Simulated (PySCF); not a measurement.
**Nb⁺: excitation energy**

Nb⁺ [Kr] 4d4 (5D) → Nb⁺ [Kr] 4d3 5s1 (5F), as a difference of total energies. Computed with PySCF 2.14 in aug-cc-pwCVDZ-PP with ECP28MDF, with a scalar-relativistic core potential. Correlated levels: valence: 4s2 4p6 frozen. The calculations carry no spin-orbit coupling.

```json
{"method": "UHF", "excitation energy (eV)": "0.052"}
{"method": "MP2 (valence)", "excitation energy (eV)": "0.247"}
{"method": "SCS-MP2 (valence)", "excitation energy (eV)": "0.117"}
{"method": "CCSD (valence)", "excitation energy (eV)": "0.255"}
{"method": "CCSD(T) (valence)", "excitation energy (eV)": "0.259"}
```

Task: How much does correlation contribute at CCSD(T) (valence)?

Result: 0.259 − (0.052) = 0.207 eV, measured against UHF.

Errors of the correlated levels include the incompleteness of this basis and the frozen core.

For comparison: 0.326 eV (measured; NIST levels, between the centres of gravity of the two terms).
